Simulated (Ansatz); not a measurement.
A nudged elastic band was laid between two geometries of AlCl$_{2}$F$_{2}$H (6 atoms, charge 0, multiplicity 1).

Computed with Ansatz, RKS BHLYP/def2-SVP.

```yaml
movable_images: 7
climbing_image: yes
spring: 5.0 eV/Å²
optimiser: quadratic models (default)
start_path: through a guess of the saddle point
force_threshold: 0.05 eV/Å
iteration_limit: 60
end_points: relaxed
```

Image 0:

```xyz
6
Properties=species:S:1:pos:R:3
Al 0.098 -0.005 0.037
F 0.090 0.442 1.633
Cl 1.800 0.348 -1.096
F -1.356 -0.132 -0.719
Cl 0.338 -2.364 0.891
H 0.297 -1.804 2.053
```

Image 8:

```xyz
6
Properties=species:S:1:pos:R:3
Al 0.146 -0.527 -0.143
F 0.157 -0.021 1.765
Cl 1.792 0.460 -0.942
F -1.370 -0.031 -0.548
Cl 0.338 -2.549 0.463
H 0.204 -0.846 2.204
```

**Question.** What changes between the two ends?

**Answer.** Bonds broken: Cl5–H6. Bonds formed: F2–H6.

**Question.** What energy profile does the band end with?

**Answer.** The run converged. The highest image is number 4 of 0 to 8, 7.0 kcal/mol above the first end and 8.8 kcal/mol above the last; the last end lies 1.8 kcal/mol below the first. A vibrational analysis at the climbing image gives one clearly imaginary mode, 848i cm⁻¹: a first-order saddle point. The orbitals stay closed-shell, which can raise the energy where a bond breaks towards radicals; this wasn't checked here.

```csv
image,path coordinate (Å),energy (kcal/mol),Cl5–H6 (Å),F2–H6 (Å)
0,0.00,0.0,1.29,2.29
1,0.21,0.4,1.30,2.02
2,0.43,1.7,1.31,1.76
3,0.64,4.4,1.36,1.50
4,0.86,7.0,1.50,1.24
5,1.06,4.1,1.70,1.05
6,1.26,0.3,1.93,0.97
7,1.46,-1.5,2.18,0.95
8,1.66,-1.8,2.44,0.94
```

**Question.** What is the geometry of the highest image?

**Answer.** 
```xyz
6
Properties=species:S:1:pos:R:3
Al 0.128 -0.272 -0.012
F 0.140 0.042 1.736
Cl 1.816 0.363 -1.028
F -1.380 -0.072 -0.627
Cl 0.327 -2.383 0.914
H 0.235 -1.193 1.817
```

**Question.** What are the harmonic wavenumbers there?

**Answer.** 848i, 112, 169, 199, 228, 378, 521, 557, 798, 871, 940, 1576 cm⁻¹.

The band took 8 iterations and of the order of 4 core-minutes.

The run took 120 s on 2 threads of Arm Neoverse V1, with other jobs on the host, peak memory 0.2 GiB.
